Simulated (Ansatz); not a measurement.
Molecule: H₂Te, net charge 1, doublet state. 
Structure (B3LYP-D3(BJ)/def2-TZVP (Ansatz, an electronic-structure program) minimum search):
```
Te
H 1 1.6710
H 1 1.6710 2 90.45
```
Charge +1, spin multiplicity 2.

Parts of the frozen-core correlation energy in def2-SVP (Ansatz, hartree). Frozen orbitals: 9; correlated occupied orbitals by spin: 4 and 3; virtual: 23 and 24. Open shells are spin-unrestricted. No spin-orbit coupling. In def2 rows, elements after Kr have scalar-relativistic effective core potentials.

```csv
term,value
reference (HF),-267.84411
MP2 opposite-spin,[?]
MP2 same-spin,[?]
CCSD correlation,[?]
(T),-0.00231
CCSDT minus CCSD(T),-0.00051
CCSDT(Q) minus CCSD(T),-0.00059
T1 diagnostic,0.012
largest doubles amplitude,0.068
<S^2> of the reference,0.764
```

Question: Complete the blanks.

Answer: 
- MP2 opposite-spin, value: -0.07405
- MP2 same-spin, value: -0.01475
- CCSD correlation, value: -0.11196
